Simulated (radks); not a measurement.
Values are calculated unless marked as measured or tabulated.
Initial-state core-level shifts of the cerium ion Ce3+ when its valence configuration changes from [Xe] 4f1. Level of theory: scalar-relativistic Kohn-Sham, r2SCAN, spin-unpolarised, spherical densities, finite nucleus; meta-GGA in the generalised Kohn-Sham scheme; Fermi nuclear charge, rms radius 4.8771 fm (a radial shooting solver on a logarithmic mesh with Libxc functionals). Shifts are changes of the shell-averaged eigenvalues in eV (positive: less bound); the change of the density at the nucleus, which sets a Mossbauer isomer shift, is in e/bohr^3, on a base of 3.975e+05.

| valence | 3s | 4s | 4p | 4d | density at nucleus |
|---|---|---|---|---|---|
| 6s1 | -13.410 | -12.323 | -12.028 | -11.509 | +67.72 |
| 5d0.5 6s0.5 | -11.689 | -10.659 | -10.368 | -9.853 | +45.83 |
| 5d1 | -9.963 | -8.987 | -8.699 | -8.188 | +24.14 |
| 6p1 | -14.410 | -13.312 | -13.014 | -12.491 | +31.99 |
| 4f0.5 5d0.5 | -4.826 | -4.386 | -4.250 | -4.004 | +11.61 |
| 4f0.5 6s0.5 | -6.506 | -6.020 | -5.881 | -5.634 | +32.44 |
